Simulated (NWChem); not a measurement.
System: MgNH₃O; SMILES [NH2][Mg][OH]

Input file for NWChem:

```
start job
memory heap 200 mb stack 900 mb global 1100 mb
geometry units angstroms noautoz
  Mg    -0.397307     0.147971    -0.000958
  O     -0.297179     1.912210    -0.000532
  H     -0.436752     2.852545     0.002681
  N     -0.448945    -1.738260    -0.001763
  H     -0.456954    -2.343259    -0.817746
  H     -0.473730    -2.342528     0.814416
end
basis spherical
  * library def2-svp
end
dft
  xc b3pw91
  iterations 150
  mulliken
end
task dft energy
```

The geometry was optimised at PBE0/def2-SVP.

### Question
Predict the main results of this run. (B3PW91/def2-SVP.) Quantities: energy (Ha); highest occupied level (eV); orbital gap (eV); dipole (D).

### Answer
The energy (Ha) is -331.66. The highest occupied level (eV) comes out as -5.84 and the orbital gap (eV) is 5.07. The dipole (D) is 0.42.
